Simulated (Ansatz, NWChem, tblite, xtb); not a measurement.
# SiNH2Cl2 (SMILES [NH][SiH](Cl)Cl): methods side by side

The species is SiNH2Cl2 (6 atoms), meant as a doublet with charge 0. SMILES: `[NH][SiH](Cl)Cl`. The shape is that of a PBE0-D4/def2-TZVP optimisation. This is one conformer, not always the lowest.

```xyz
6

N     1.4037   -0.2155   -0.1636
Si   -0.2410    0.0419    0.3208
Cl   -0.9123    1.7912   -0.4925
Cl   -1.3824   -1.5273   -0.3172
H     1.5206   -0.2883   -1.1769
H    -0.3464    0.1339    1.7832
```

Each level gives the dipole moment (D). The values are calculated.

```tsv
level	kind	program	value (D)
GFN2-xTB	semi-empirical	tblite	0.33
GFN1-xTB	semi-empirical	tblite	0.81
IPEA1-xTB	semi-empirical	tblite	0.53
GFN0-xTB	semi-empirical	xtb	2.81
UHF/STO-3G	Hartree–Fock	Ansatz	1.41
UHF/3-21G	Hartree–Fock	Ansatz	1.08
UHF/def2-SVP	Hartree–Fock	NWChem	0.54
UHF/6-31+G* (spherical functions)	Hartree–Fock	Ansatz	0.49
USVWN5/6-311+G**	LDA	Ansatz	0.43
UB3LYP/6-31G* (spherical functions)	global hybrid	Ansatz	0.58
```

The values span 0.33 to 2.81 D. Magnitudes only: a small dipole may point the other way at some levels. Sets without polarisation functions give poor dipoles. Without the sets that lack polarisation functions the rows with a basis span only 0.43 to 0.58 D.
